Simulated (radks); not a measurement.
Question: Ho, 67 electrons, occupied as [Xe] 4f11 6s2 (the NIST ground configuration). Calculated with a radial shooting solver on a logarithmic mesh with Libxc functionals: non-relativistic Kohn-Sham, PBE, spin-unpolarised, spherical densities, point nucleus; relativity is left out, which matters for an element this heavy. Some entries of the table are withheld. Estimate them.

orbital  occ.  eigenvalue (eV)  <r^2> (bohr^2)  <r> (bohr)
1s          2        -51800.62       0.0006845         (1)
2s          2        -8325.128         0.01083     0.09610
2p          6        -7939.935        0.008039     0.08143
3s          2        -1846.007         0.06935      0.2467
3p          6        -1672.345         0.06466      0.2365
3d         10        -1348.812         0.05118      0.2090
4s          2        -354.3552          0.3484      0.5558
4p          6        -285.0932          0.3664      0.5677
4d         10        -160.8427          0.4152      0.5982
5s          2         -42.9369           2.153       1.382
5p          6         -24.8843           2.818       1.572
4f         11          -7.1851          0.8764      0.8062
6s          2          -3.5220             (2)       4.360
5d          0          -1.7621           13.07       3.195
6p          0          -1.3286             (3)       5.871

Answer: 
(1) 1s <r> (bohr): 0.02263
(2) 6s <r^2> (bohr^2): 21.62
(3) 6p <r^2> (bohr^2): 39.68
